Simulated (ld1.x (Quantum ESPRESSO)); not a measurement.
Configuration tests for Ni (Z = 28) (PAW)

```
Element                 : Ni (Z = 28)
Generator               : ld1.x (Quantum ESPRESSO) 7.5
Type                    : PAW
Functional              : LDA (PZ)
Relativity              : fully relativistic
Frozen core             : [Ne]
Valence charge          : 18
Reference configuration : 3s2 3p6 3d8 4s2 4p0
Partial waves           : 3s (bound): rcut 1.10, rcutus 1.25 bohr; 4s (bound): rcut 1.10, rcutus 1.25 bohr; 3p (bound): rcut 1.10, rcutus 1.15 bohr; 4p (bound, empty): rcut 1.10, rcutus 1.15 bohr; 3d (bound): rcut 1.50, rcutus 1.65 bohr; 3d channel at 2.85 Ry: rcut 1.50, rcutus 1.65 bohr
Local potential         : all-electron potential smoothed inside 1.10 bohr (lloc = -1)
Core correction         : a·sin(br)/r model core inside 0.95 bohr
Augmentation charge     : PSQ, inside the norm-conserving radii
```

Open shells are filled in proportion to 2j + 1 (rel_dist='average').

Energies are relative to the spin-unpolarised reference configuration 3s2 3p6 3d8 4s2 4p0; without spin polarisation the order of configurations can differ from experiment.

**Question.** Give the all-electron excitation energy and the error of the potential for: 3s2 3p6 3d8 4s1 4p0; 3s2 3p6 3d8 4s0 4p0; 3s2 3p6 3d7 4s0 4p0; 3s2 3p6 3d8 4s1 4p1; 3s2 3p6 3d8 4s0 4p1; 3s2 3p6 3d8.5 4s1.5 4p0; 3s2 3p6 3d8 4s1.5 4p0.

**Answer.**

```tsv
valence configuration	charge	ΔE all-electron (eV)	error AE − PS (meV)
3s2 3p6 3d8 4s1 4p0	+1	9.601	+0.4
3s2 3p6 3d8 4s0 4p0	+2	27.260	+2.9
3s2 3p6 3d7 4s0 4p0	+3	65.058	+6.7
3s2 3p6 3d8 4s1 4p1	0	4.679	+0.3
3s2 3p6 3d8 4s0 4p1	+1	15.373	+2.1
3s2 3p6 3d8.5 4s1.5 4p0	0	-1.201	+3.6
3s2 3p6 3d8 4s1.5 4p0	+0.5	3.843	+0.1
```

Levels in the configuration 3s2 3p6 3d8 4s0 4p1:

```
   level  all-electron (eV)  pseudo (eV)
3s j=1/2           -121.297     -121.284
3p j=1/2            -83.564      -83.553
3p j=3/2            -81.348      -81.332
3d j=3/2            -19.981      -20.012
3d j=5/2            -19.737      -19.730
4p j=1/2             -8.738       -8.737
4p j=3/2             -8.623       -8.623
```

The ghost test of this file was not conclusive.
